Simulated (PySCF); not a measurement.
## Dipole response of Cr²⁺ (chromium, charge +2)

[Ar] 3d4, high-spin 5D determinant. Computed with PySCF 2.14 in aug-cc-pVQZ-DK (9s8p6d4f3g2h, 140 functions), with scalar relativity by spin-free X2C-1e. Coupled (time-dependent) response in atomic units; α is the mean over directions.

```
method  mean α (bohr³)         α xx, yy, zz  C₆ (like pair)  S(−4)
   PBE           4.646  4.347, 4.347, 5.244           13.91  15.28
```

S(−4) is the Cauchy moment in α(ω) = α(0) + S(−4) ω² + …

α(iu) at PBE:

```
u (hartree)  α(iu) (bohr³)
          0          4.646
     0.0500          4.608
      0.100          4.502
      0.200          4.154
      0.300          3.749
      0.500          3.048
      0.750          2.436
       1.00          2.008
       1.50          1.436
       2.00          1.074
       3.00         0.6602
       5.00         0.3201
```

A single London oscillator, α(iu) = α/(1 + u²/ω²), gives C₆ = (3/4) ω α². Matching the computed C₆ needs ω = 4 × 13.91 / (3 × 4.646²) = 0.859 hartree.

For an ion, C₆ is the dispersion term alone; charge-induced terms of lower order in 1/R come first.

The components differ because the open shell of this determinant is not spherical; for a pure term their mean is the scalar polarisability.
